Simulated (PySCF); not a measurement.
PySCF input file for Zn(NH3)4 (H₁₂N₄Zn), SMILES [NH3]->[Zn+2](<-[NH3])(<-[NH3])<-[NH3], charge +2, TDA-ωB97X/def2-SVPD. Geometry optimised at ωB97X-D3(BJ)/def2-SVP. The isomer is the one that the SMILES or the coordinates give; other isomers of the formula were not compared.

```python
import numpy as np
from pyscf import gto, scf, dft, tdscf

mol = gto.M(
    atom='''
    Zn   -0.00000000    0.00000000   -0.00000000
    N     1.19574599   -1.19574599    1.19574600
    H     1.81953919   -0.66972985    1.81953919
    H     1.81953920   -1.81953919    0.66972984
    H     0.66972985   -1.81953919    1.81953919
    N    -1.19574599   -1.19574600   -1.19574599
    H    -1.81953919   -0.66972984   -1.81953919
    H    -1.81953919   -1.81953919   -0.66972985
    H    -0.66972984   -1.81953919   -1.81953919
    N    -1.19574599    1.19574600    1.19574600
    H    -0.66972985    1.81953919    1.81953919
    H    -1.81953919    0.66972984    1.81953919
    H    -1.81953919    1.81953919    0.66972985
    N     1.19574599    1.19574599   -1.19574600
    H     1.81953919    1.81953919   -0.66972985
    H     0.66972984    1.81953919   -1.81953918
    H     1.81953919    0.66972985   -1.81953919
    ''',
    basis='def2-SVPD',
    charge=2,
    spin=0,
    symmetry=True,
    max_memory=1600,
    verbose=4,
)
mf = dft.RKS(mol, xc='wb97x').density_fit(auxbasis='def2-universal-jkfit')
mf.grids.level = 3
mf.conv_tol = 1e-9
mf.max_cycle = 100
mf.kernel()
mf.grids = dft.Grids(mol).set(level=1).build(with_non0tab=True)  # coarser grid for the response kernel
td = tdscf.TDA(mf)
td.singlet = True
td.nstates = 6
td.conv_tol = 1e-4
td.positive_eig_threshold = 1e-6
td.kernel(x0=td.get_init_guess(mf, 11))
td.analyze()
tt = tdscf.TDA(mf)
tt.singlet = False
tt.nstates = 2
tt.conv_tol = 1e-4
tt.positive_eig_threshold = 1e-6
tt.kernel(x0=tt.get_init_guess(mf, 7))
tt.analyze(verbose=3)
```

Program output:

```
PySCF version 2.14.0

[INPUT] verbose = 4
[INPUT] num. atoms = 17
[INPUT] num. electrons = 68
[INPUT] charge = 2
[INPUT] spin (= nelec alpha-beta = 2S) = 0
[INPUT] symmetry True subgroup None
[INPUT] Mole.unit = angstrom
[INPUT] Symbol           X                Y                Z      unit          X                Y                Z       unit  Magmom
[INPUT]  1 Zn     0.000000000000   0.000000000000   0.000000000000 AA    0.000000000000   0.000000000000   0.000000000000 Bohr   0.0
[INPUT]  2 N      1.195745990000  -1.195745990000   1.195746000000 AA    2.259632435647  -2.259632435647   2.259632454544 Bohr   0.0
[INPUT]  3 H      1.819539190000  -0.669729850000   1.819539190000 AA    3.438430742013  -1.265605993946   3.438430742013 Bohr   0.0
[INPUT]  4 H      1.819539200000  -1.819539190000   0.669729840000 AA    3.438430760910  -3.438430742013   1.265605975049 Bohr   0.0
[INPUT]  5 H      0.669729850000  -1.819539190000   1.819539190000 AA    1.265605993946  -3.438430742013   3.438430742013 Bohr   0.0
[INPUT]  6 N     -1.195745990000  -1.195746000000  -1.195745990000 AA   -2.259632435647  -2.259632454544  -2.259632435647 Bohr   0.0
[INPUT]  7 H     -1.819539190000  -0.669729840000  -1.819539190000 AA   -3.438430742013  -1.265605975049  -3.438430742013 Bohr   0.0
[INPUT]  8 H     -1.819539190000  -1.819539190000  -0.669729850000 AA   -3.438430742013  -3.438430742013  -1.265605993946 Bohr   0.0
[INPUT]  9 H     -0.669729840000  -1.819539190000  -1.819539190000 AA   -1.265605975049  -3.438430742013  -3.438430742013 Bohr   0.0
[INPUT] 10 N     -1.195745990000   1.195746000000   1.195746000000 AA   -2.259632435647   2.259632454544   2.259632454544 Bohr   0.0
[INPUT] 11 H     -0.669729850000   1.819539190000   1.819539190000 AA   -1.265605993946   3.438430742013   3.438430742013 Bohr   0.0
[INPUT] 12 H     -1.819539190000   0.669729840000   1.819539190000 AA   -3.438430742013   1.265605975049   3.438430742013 Bohr   0.0
[INPUT] 13 H     -1.819539190000   1.819539190000   0.669729850000 AA   -3.438430742013   3.438430742013   1.265605993946 Bohr   0.0
[INPUT] 14 N      1.195745990000   1.195745990000  -1.195746000000 AA    2.259632435647   2.259632435647  -2.259632454544 Bohr   0.0
[INPUT] 15 H      1.819539190000   1.819539190000  -0.669729850000 AA    3.438430742013   3.438430742013  -1.265605993946 Bohr   0.0
[INPUT] 16 H      0.669729840000   1.819539190000  -1.819539180000 AA    1.265605975049   3.438430742013  -3.438430723116 Bohr   0.0
[INPUT] 17 H      1.819539190000   0.669729850000  -1.819539190000 AA    3.438430742013   1.265605993946  -3.438430742013 Bohr   0.0

nuclear repulsion = 421.340960601224
point group symmetry = Td, use subgroup D2
symmetry origin: [ 2.69960898e-10 -1.26882631e-17  1.88972619e-09]
symmetry axis x: [ 1.00000000e+00 -1.43508495e-10  7.68462137e-10]
symmetry axis y: [ 1.43508495e-10  1.00000000e+00 -1.08093905e-09]
symmetry axis z: [-7.68462137e-10  1.08093905e-09  1.00000000e+00]
num. orbitals of irrep A = 54
num. orbitals of irrep B1 = 52
num. orbitals of irrep B2 = 52
num. orbitals of irrep B3 = 52
number of shells = 92
number of NR pGTOs = 316
number of NR cGTOs = 210
basis = def2-SVPD
ecp = {}


[settings echo left out]
init E= -2004.91122567224
HOMO (B3) = -0.356544744485452  LUMO (A) = -0.0357843052769047  gap/eV = 8.72834
cycle= 1 E= -2004.73261845721  delta_E= 0.179  |g|= 0.504  |ddm|= 5.88
HOMO (B3) = -0.789519975812651  LUMO (A) = -0.25372031109483  gap/eV = 14.57985
cycle= 2 E= -2004.76552489746  delta_E= -0.0329  |g|= 0.48  |ddm|= 1.78
HOMO (B3) = -0.777919260376833  LUMO (A) = -0.247339661076434  gap/eV = 14.43781
cycle= 3 E= -2004.79134016807  delta_E= -0.0258  |g|= 0.0833  |ddm|= 1.12
HOMO (B3) = -0.774570560757578  LUMO (A) = -0.240301507302871  gap/eV = 14.53820
cycle= 4 E= -2004.79266760994  delta_E= -0.00133  |g|= 0.00889  |ddm|= 0.227
HOMO (B3) = -0.771831410041488  LUMO (A) = -0.238559620967159  gap/eV = 14.51106
cycle= 5 E= -2004.79270099729  delta_E= -3.34e-05  |g|= 0.00382  |ddm|= 0.0563
HOMO (B3) = -0.772660969916334  LUMO (A) = -0.238852842450036  gap/eV = 14.52566
cycle= 6 E= -2004.79270404062  delta_E= -3.04e-06  |g|= 0.00133  |ddm|= 0.0063
HOMO (B3) = -0.772580478282896  LUMO (A) = -0.238813187083982  gap/eV = 14.52455
cycle= 7 E= -2004.79270450464  delta_E= -4.64e-07  |g|= 0.00015  |ddm|= 0.00216
HOMO (B3) = -0.77256418795607  LUMO (A) = -0.238795320551394  gap/eV = 14.52459
cycle= 8 E= -2004.79270452181  delta_E= -1.72e-08  |g|= 2.84e-05  |ddm|= 0.000588
HOMO (B3) = -0.772568269504532  LUMO (A) = -0.238797282612567  gap/eV = 14.52465
cycle= 9 E= -2004.79270452214  delta_E= -3.25e-10  |g|= 2.66e-06  |ddm|= 0.000137
HOMO (B3) = -0.772567839301281  LUMO (A) = -0.238797141343549  gap/eV = 14.52464
Extra cycle  E= -2004.79270452215  delta_E= -1.27e-11  |g|= 1.1e-06  |ddm|= 1.25e-05
converged SCF energy = -2004.79270452215
tot grids = 57584
Overwritten attributes  positive_eig_threshold  of <class 'pyscf.tdscf.rks.TDA'>


******** <class 'pyscf.tdscf.rks.TDA'> for <class 'pyscf.df.df_jk.DFSymAdaptedRKS'> ********
nstates = 6 singlet
deg_eia_thresh = 1.000e-03
wfnsym = None
conv_tol = 0.0001
eigh lindep = 1e-12
eigh level_shift = 0
eigh max_cycle = 100


Excitation energies (eV)
[ 9.54046974  9.54046975  9.54046976 10.53978972 10.95490073 10.95490073]

** Singlet excitation energies and oscillator strengths **
Excited State   1:   B3      9.54047 eV    129.96 nm  f=0.2279
      32 -> 38       -0.18362
      33 -> 37       -0.18362
      34 -> 35        0.63507
Excited State   2:   B2      9.54047 eV    129.96 nm  f=0.2279
      32 -> 36        0.18362
      33 -> 35       -0.63507
      34 -> 37        0.18362
Excited State   3:   B1      9.54047 eV    129.96 nm  f=0.2279
      32 -> 35        0.63507
      33 -> 36       -0.18362
      34 -> 38       -0.18362
Excited State   4:    A     10.53979 eV    117.63 nm  f=0.0000
      31 -> 35        0.25804
      32 -> 37        0.36467
      33 -> 38        0.36467
      34 -> 36        0.36467
Excited State   5:   B1     10.95490 eV    113.18 nm  f=0.0000
      33 -> 36        0.45952
      33 -> 45       -0.16396
      34 -> 38       -0.45952
      34 -> 46       -0.16396
Excited State   6:   B2     10.95490 eV    113.18 nm  f=0.0000
      32 -> 36        0.45952
      32 -> 45       -0.16396
      34 -> 37       -0.45952
      34 -> 47        0.16396

** Transition electric dipole moments (AU) **
state          X           Y           Z        Dip. S.      Osc.
  1        -0.9874      0.0000      0.0000      0.9749      0.2279
  2         0.0000      0.9874     -0.0000      0.9749      0.2279
  3        -0.0000     -0.0000     -0.9874      0.9749      0.2279
  4        -0.0000     -0.0000     -0.0000      0.0000      0.0000
  5        -0.0000     -0.0000      0.0000      0.0000      0.0000
  6         0.0000      0.0000      0.0000      0.0000      0.0000

** Transition velocity dipole moments (imaginary part, AU) **
state          X           Y           Z        Dip. S.      Osc.
  1        -0.3693      0.0000      0.0000      0.1363      0.2593
  2         0.0000      0.3693     -0.0000      0.1364      0.2593
  3         0.0000     -0.0000     -0.3693      0.1364      0.2593
  4        -0.0000     -0.0000     -0.0000      0.0000      0.0000
  5         0.0000      0.0000     -0.0000      0.0000      0.0000
  6         0.0000     -0.0000      0.0000      0.0000      0.0000

** Transition magnetic dipole moments (imaginary part, AU) **
state          X           Y           Z
  1         0.0000     -0.0000     -0.0000
  2        -0.0000      0.0000      0.0000
  3        -0.0000      0.0000      0.0000
  4        -0.0000     -0.0000     -0.0000
  5         0.0000     -0.0000      1.2813
  6        -0.0000     -1.2813     -0.0000


******** <class 'pyscf.tdscf.rks.TDA'> for <class 'pyscf.df.df_jk.DFSymAdaptedRKS'> ********
nstates = 2 triplet
deg_eia_thresh = 1.000e-03
wfnsym = None
conv_tol = 0.0001
eigh lindep = 1e-12
eigh level_shift = 0
eigh max_cycle = 100


Excitation energies (eV)
[8.81805614 8.81805615]

** Triplet excitation energies and oscillator strengths **
Excited State   1:   B3      8.81806 eV    140.60 nm  f=0.0000
Excited State   2:   B2      8.81806 eV    140.60 nm  f=0.0000
```

Self-consistency was reached.
